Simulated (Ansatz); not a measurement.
Reaction (hydrogenolysis of the Si–O bond): `O[Si](O)(O)[O][AlH2]` + H₂ → `O[SiH](O)[O][AlH2]` + H₂O

Program: Ansatz. Geometries: PBE0-D4/def2-TZVP. ΔE: electronic, gas phase. CCSD(T)/CBS adds triple-zeta CCSD(T) − MP2 to the extrapolated MP2 energy (def2 sets, frozen cores). This one scheme is used for every species. DFT in def2-TZVPP. B3LYP here is the variant with VWN-RPA as its local correlation; programs differ in this. Each species was taken in one conformer, which may not be the lowest.

| level | ΔE (kJ/mol) |
| --- | --- |
| PBE0-D4 | 95.0 |
| B2PLYP | 97.7 |
| PBE0 | 91.2 |
| B3LYP | 92.9 |
| MP2/def2-TZVPP | 102.8 |
| SCS-MP2/def2-TZVPP | 99.8 |
| CCSD/def2-TZVPP | 97.8 |
| MP2/CBS(def2) | 101.5 |

(1) What does CCSD(T)/CBS give? (Best estimate.)

Largest T1 diagnostic among the species: 0.012.

Answers

(1) Computed: +98.2 kJ/mol. The listed levels differ from it by -3.2, -0.5, -7.0, -5.3, 4.6, 1.6, -0.4, 3.3 kJ/mol.

In def2-TZVPP, CCSD(T) changes the Hartree–Fock value by +3.1 kJ/mol (the triples alone add +1.7 kJ/mol) and MP2 by +6.4 kJ/mol. The D4 term adds +7.3 kJ/mol with B3LYP and +3.9 kJ/mol with PBE0; it sums over pairs of atoms, weighted by their polarisabilities, and B3LYP, whose exchange is more repulsive, gets the larger term.
